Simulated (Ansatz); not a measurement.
thienothiophene (C6H4S2), singlet, at a GFN2-xTB geometry; CCSD(T)/STO-3G (Ansatz, a quantum-chemistry and plane-wave program).

Ansatz was given this input:
Ansatz 0.2 input:
```yaml
crystal:
  periodic: [false, false, false]
  atoms:
    - {symbol: C, position_ang: [2.22003131, -0.07797162, 0.44942758]}
    - {symbol: C, position_ang: [1.63481759, 0.09787413, -0.76183178]}
    - {symbol: C, position_ang: [0.22889463, 0.09082685, -0.64938130]}
    - {symbol: S, position_ang: [-1.09106418, 0.25587010, -1.75177317]}
    - {symbol: C, position_ang: [-2.22003131, 0.07797162, -0.44942758]}
    - {symbol: C, position_ang: [-1.63481759, -0.09787413, 0.76183178]}
    - {symbol: C, position_ang: [-0.22889463, -0.09082685, 0.64938130]}
    - {symbol: S, position_ang: [1.09106418, -0.25587010, 1.75177317]}
    - {symbol: H, position_ang: [3.26754805, -0.11651960, 0.67385468]}
    - {symbol: H, position_ang: [2.17150947, 0.22543816, -1.68349378]}
    - {symbol: H, position_ang: [-3.26754805, 0.11651960, -0.67385468]}
    - {symbol: H, position_ang: [-2.17150947, -0.22543816, 1.68349378]}
basis:
  gaussian:
    orbitals: STO-3G
magnetization: {spin_polarized: false}
correlation: {method: ccsd_t, electrons: outside_noble_gas}
accuracy: high
```

### Question
Write the output that Ansatz gives for this input, abridged.

### Answer

```
Functional definition: HF
1180 factors; integrals over basis functions are off by at most 5.4e-9 eV
mean field evaluation 1: about -27565.9275 eV, gradient 1.9e1 eV
mean field evaluation 2: about -27566.2608 eV, gradient 1.9e1 eV
mean field evaluation 4: about -27567.7035 eV, gradient 2.0e0 eV
mean field evaluation 8: about -27567.7234 eV, gradient 1.7e-2 eV
mean field evaluation 16: about -27567.4065 eV, gradient 3.8e-1 eV
mean field -27567.72336366 eV, -1013.0951475405 hartree, gradient 6.0e-8 eV, S^2 0.000000; 0 other end points of the search recorded, 0 dependent functions left out; unrestricted orbitals would lower it
16 core orbitals not correlated
reference -27567.72336366 eV, -1013.0951475405 hartree; 20, 20 occupied and 16, 16 virtual orbitals, 1180 factors
second order -11.33905693 eV of doubles, -0.00000000 eV of singles
cycle   1  -12.40018287 eV  change    -1.1e0 eV  update   1.0e-1
cycle   2  -12.98093753 eV  change   -5.8e-1 eV  update   4.2e-2
cycle   3  -13.15268804 eV  change   -1.7e-1 eV  update   1.8e-2
cycle   4  -13.17395965 eV  change   -2.1e-2 eV  update   6.3e-3
cycle   5  -13.17582376 eV  change   -1.9e-3 eV  update   2.3e-3
cycle   6  -13.17556282 eV  change    2.6e-4 eV  update   1.0e-3
cycle   7  -13.17571514 eV  change   -1.5e-4 eV  update   4.0e-4
cycle   8  -13.17617286 eV  change   -4.6e-4 eV  update   1.2e-4
cycle   9  -13.17612310 eV  change    5.0e-5 eV  update   5.1e-5
cycle  10  -13.17608627 eV  change    3.7e-5 eV  update   2.0e-5
cycle  11  -13.17608668 eV  change   -4.2e-7 eV  update   7.3e-6
cycle  12  -13.17608519 eV  change    1.5e-6 eV  update   2.3e-6
cycle  13  -13.17608646 eV  change   -1.3e-6 eV  update   6.3e-7
cycle  14  -13.17608581 eV  change    6.4e-7 eV  update   2.5e-7
cycle  15  -13.17608564 eV  change    1.8e-7 eV  update   9.4e-8
cycle  16  -13.17608560 eV  change    3.6e-8 eV  update   4.8e-8
cycle  17  -13.17608555 eV  change    5.2e-8 eV  update   3.1e-8
cycle  18  -13.17608524 eV  change    3.1e-7 eV  update   1.4e-7
cycle  19  -13.17608521 eV  change    3.1e-8 eV  update   5.1e-8
cycle  20  -13.17608521 eV  change    5.1e-9 eV  update   2.0e-8
cycle  21  -13.17608522 eV  change   -1.0e-8 eV  update   8.9e-9
cycle  22  -13.17608522 eV  change   -5.4e-9 eV  update   2.9e-9
cycle  23  -13.17608522 eV  change   -2.5e-9 eV  update   1.1e-9
perturbative correction -0.31713554 eV, -0.0116545161 hartree
Total energy: -27581.21658442 eV, -1013.5910142575 hartree
```
